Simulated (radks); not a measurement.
Question: Ar, configuration [Ar]. All-electron calculation, non-relativistic Kohn-Sham, LB94 model potential, spin-unpolarised, spherical densities, point nucleus. Program: a radial shooting solver on a logarithmic mesh with Libxc functionals. Some entries of the table are withheld. Estimate them.

orbital  occ.  eigenvalue (eV)  <1/r> (bohr^-1)  <r> (bohr)
1s          2        -3158.859            17.58         (1)
2s          2        -311.6673            3.518      0.4152
2p          6        -247.0525            3.464      0.3749
3s          2              (2)           0.9873       1.413
3p          6         -15.7491           0.8341       1.660
4s          0          -4.1604           0.2698         (3)
4p          0          -2.4080           0.1983         (4)
3d          0          -1.5366           0.2023       7.029
4f          0          -0.6801              (5)       20.96

Answer: 
(1) 1s <r> (bohr): 0.08590
(2) 3s eigenvalue (eV): -29.3071
(3) 4s <r> (bohr): 4.839
(4) 4p <r> (bohr): 6.650
(5) 4f <1/r> (bohr^-1): 0.05359
